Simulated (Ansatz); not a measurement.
Geometry optimisation, Ansatz, RKS B3LYP/def2-SVP.

Input file:

```yaml
crystal:
  periodic: [false, false, false]
  atoms:
    - { symbol: C, position_ang: [0.2155, -1.4239, -0.4401] }
    - { symbol: O, position_ang: [1.0329, -0.5666, 0.2889] }
    - { symbol: Al, position_ang: [0.373, 1.1818, 0.2737] }
    - { symbol: O, position_ang: [-0.6901, 1.7431, 1.5843] }
    - { symbol: F, position_ang: [0.9184, 2.3137, -1.0265] }
    - { symbol: H, position_ang: [1.69827, -1.24765, 0.56011] }
    - { symbol: H, position_ang: [0.1454, -1.0526, -1.5117] }
    - { symbol: H, position_ang: [-0.811, -1.3847, -0.0058] }
    - { symbol: H, position_ang: [-1.6552, 1.5434, 1.2599] }
basis:
  gaussian: { orbitals: def2-SVP }
hamiltonian:
  xc: b3lyp
relax:
  f_tol: 0.02
  max_steps: 50
output:
  orbitals: {}
```

Run as:

```bash
$ ansatz run input.yaml --threads 2 --pin off --max-ram 3072MiB --backend cpu --events-out ev --progress --plain --runs-dir out
```

Q: Where does it end, and by what steps?

A: It converged. After 30 steps the energy has fallen by 3.640 eV; H9 moved furthest, 0.99 Å. Joined: C1–Al3.

| step | energy less start (eV) | largest force component (eV/Å) | accepted |
| --- | --- | --- | --- |
| 0 | 0.0000 | 4.284 | yes |
| 2 | -2.0505 | 2.406 | yes |
| 4 | -3.0108 | 2.594 | yes |
| 6 | -3.4425 | 0.718 | yes |
| 8 | -3.4319 | 0.791 | no |
| 10 | -3.5141 | 0.173 | yes |
| 12 | -3.5327 | 0.157 | yes |
| 14 | -3.5489 | 0.290 | yes |
| 16 | -3.5937 | 0.215 | yes |
| 18 | -3.6042 | 0.168 | yes |
| 20 | -3.6179 | 0.350 | yes |
| 22 | -3.6319 | 0.089 | yes |
| 24 | -3.6362 | 0.188 | yes |
| 26 | -3.6384 | 0.083 | yes |
| 28 | -3.6394 | 0.031 | yes |
| 30 | -3.6396 | 0.013 | yes |

```xyz
9
Properties=species:S:1:pos:R:3
C 0.055 -0.902 -0.647
O 1.256 -0.506 0.229
Al -0.037 0.933 -0.046
O -0.929 1.272 1.368
F 0.621 2.197 -0.918
H 1.379 -1.086 0.995
H 0.447 -1.273 -1.602
H -0.529 -1.679 -0.135
H -1.036 2.151 1.740
```

The run took 81 s on 2 threads of Arm Neoverse V1, with other jobs on the host, peak memory 0.19 GiB.
